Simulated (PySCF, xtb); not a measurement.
BBrFHO, SMILES OB(F)Br.

xtb 6.7.1 with GFN2-xTB at its own geometry gives an orbital gap of 5.62 eV and a dipole moment of 5.64 D.

Geometry optimised at ωB97X-D3(BJ)/def2-SVP. The values are those of a single conformer.

What does PBE0/def2-TZVPD in PySCF give? (Estimate from the structure and the level; the computed values follow.)

gap 8.27 eV (levels -8.68 and -0.41 eV), dipole 1.88 D.
